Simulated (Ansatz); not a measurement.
One change: `N[Si](O)(F)F` becomes `NC(O)(F)F`.

Ansatz, PBE0-D4/def2-TZVP geometries, multiplicity 1. Each molecule was computed in one conformer, which needn't be the lowest.

```csv
property,`N[Si](O)(F)F`
HOMO energy (ωB97M-V/def2-TZVPP) / eV,-10.81
HOMO–LUMO gap (PBE0/def2-TZVPP) / eV,8.80
HOMO–LUMO gap (ωB97M-V/def2-TZVPP) / eV,12.67
zero-point energy (PBE0-D4/def2-TZVP) / kJ/mol,124.2
HOMO–LUMO gap (B3LYP/def2-TZVPP) / eV,8.14
LUMO energy (ωB97M-V/def2-TZVPP) / eV,1.87
```

(1) What does the change do to each property? (Estimate.)

## Answers

(1) Ansatz gave: 
| property | `NC(O)(F)F` | shift |
| --- | --- | --- |
| HOMO energy (ωB97M-V/def2-TZVPP) / eV | -10.98 | -0.17 |
| HOMO–LUMO gap (PBE0/def2-TZVPP) / eV | 9.44 | 0.64 |
| HOMO–LUMO gap (ωB97M-V/def2-TZVPP) / eV | 13.28 | 0.61 |
| zero-point energy (PBE0-D4/def2-TZVP) / kJ/mol | 141.4 | 17.2 |
| HOMO–LUMO gap (B3LYP/def2-TZVPP) / eV | 8.76 | 0.62 |
| LUMO energy (ωB97M-V/def2-TZVPP) / eV | 2.30 | 0.43 |

With PBE0 the HOMO falls by 0.14 eV and the LUMO rises by 0.50 eV, so the gap widens by about 0.64 eV. PBE moves the HOMO by -0.06 eV and ωB97M-V by -0.17 eV.

B3LYP here is the variant with VWN-RPA as its local correlation; programs differ in this.
